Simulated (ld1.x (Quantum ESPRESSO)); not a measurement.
Logarithmic derivatives: strontium (Sr), RRKJ

strontium, norm-conserving RRKJ (Kleinman–Bylander form), made with ld1.x (Quantum ESPRESSO) 7.5 (LDA (PZ), scalar-relativistic). Core [Ar] 3d10, reference 4s2 4p6 4d0 5s2 5p0. Waves: 4p (bound): rc 2.55 bohr; 4d (bound, empty): rc 2.55 bohr; 4s (bound): rc 2.05 bohr. Local part: the s channel. Core correction: none. rho0 = 0.02.

Occupied shells without a wave of their own: 5s. They enter only through the test configuration that unscreens the potential.

The phase is arctan(r·u′/u) with u = r·R(r), unwrapped; energies in Ry, scanned from -5 to 5 Ry. A pole is an energy at which the radial function vanishes at the test radius. The pseudo phase is shifted by a multiple of π to meet the all-electron one at the reference energy, and phase errors are pseudo minus all-electron; the curves can meet again beyond the range given. Levels narrower than the energy grid can be missing from the lists of poles.

| channel | radius (bohr) | reference energy (Ry) | poles, all-electron | poles, pseudo | unbroken range about the reference energy with phases within 0.05 rad | phase error 1 Ry above the reference energy (rad) |
| --- | --- | --- | --- | --- | --- | --- |
| s | 2.73 | -3.01 | -2.89, 3.44 | -2.89, 2.23 | below -0.8 | -0.006 |
| p | 2.73 | -1.68 | -1.42, 4.61 | -1.43, 3.19 | below 0.1 | -0.012 |
| d | 2.73 | -0.10 | 0.90 | 0.96 | below 1.8 | +0.018 |

The potential misses its own reference levels by up to 0.4 eV.

Phases in the p channel:

```json
{"E (Ry)": "-5.00", "all-electron": "1.389", "pseudo": "1.389"}
{"E (Ry)": "-4.74", "all-electron": "1.383", "pseudo": "1.382"}
{"E (Ry)": "-4.48", "all-electron": "1.375", "pseudo": "1.375"}
{"E (Ry)": "-4.22", "all-electron": "1.367", "pseudo": "1.366"}
{"E (Ry)": "-3.96", "all-electron": "1.357", "pseudo": "1.356"}
{"E (Ry)": "-3.70", "all-electron": "1.345", "pseudo": "1.344"}
{"E (Ry)": "-3.44", "all-electron": "1.330", "pseudo": "1.329"}
{"E (Ry)": "-3.18", "all-electron": "1.311", "pseudo": "1.310"}
{"E (Ry)": "-2.92", "all-electron": "1.286", "pseudo": "1.284"}
{"E (Ry)": "-2.66", "all-electron": "1.247", "pseudo": "1.244"}
{"E (Ry)": "-2.40", "all-electron": "1.179", "pseudo": "1.176"}
{"E (Ry)": "-2.14", "all-electron": "1.013", "pseudo": "1.006"}
{"E (Ry)": "-1.88", "all-electron": "0.083", "pseudo": "0.071"}
{"E (Ry)": "-1.62", "all-electron": "-1.367", "pseudo": "-1.368"}
{"E (Ry)": "-1.36", "all-electron": "-1.605", "pseudo": "-1.607"}
{"E (Ry)": "-1.10", "all-electron": "-1.695", "pseudo": "-1.701"}
{"E (Ry)": "-0.84", "all-electron": "-1.752", "pseudo": "-1.761"}
{"E (Ry)": "-0.58", "all-electron": "-1.799", "pseudo": "-1.813"}
{"E (Ry)": "-0.32", "all-electron": "-1.845", "pseudo": "-1.867"}
{"E (Ry)": "-0.06", "all-electron": "-1.898", "pseudo": "-1.935"}
{"E (Ry)": "0.20", "all-electron": "-1.964", "pseudo": "-2.029"}
{"E (Ry)": "0.46", "all-electron": "-2.054", "pseudo": "-2.180"}
{"E (Ry)": "0.72", "all-electron": "-2.193", "pseudo": "-2.461"}
{"E (Ry)": "0.98", "all-electron": "-2.425", "pseudo": "-3.018"}
{"E (Ry)": "1.24", "all-electron": "-2.835", "pseudo": "-3.725"}
{"E (Ry)": "1.50", "all-electron": "-3.418", "pseudo": "-4.153"}
{"E (Ry)": "1.76", "all-electron": "-3.900", "pseudo": "-4.367"}
{"E (Ry)": "2.02", "all-electron": "-4.180", "pseudo": "-4.487"}
{"E (Ry)": "2.28", "all-electron": "-4.341", "pseudo": "-4.565"}
{"E (Ry)": "2.54", "all-electron": "-4.442", "pseudo": "-4.620"}
{"E (Ry)": "2.80", "all-electron": "-4.510", "pseudo": "-4.662"}
{"E (Ry)": "3.06", "all-electron": "-4.560", "pseudo": "-4.697"}
{"E (Ry)": "3.32", "all-electron": "-4.598", "pseudo": "-4.727"}
{"E (Ry)": "3.58", "all-electron": "-4.629", "pseudo": "-4.756"}
{"E (Ry)": "3.84", "all-electron": "-4.654", "pseudo": "-4.783"}
{"E (Ry)": "4.10", "all-electron": "-4.676", "pseudo": "-4.812"}
{"E (Ry)": "4.36", "all-electron": "-4.695", "pseudo": "-4.843"}
{"E (Ry)": "4.62", "all-electron": "-4.713", "pseudo": "-4.880"}
{"E (Ry)": "4.88", "all-electron": "-4.729", "pseudo": "-4.925"}
```
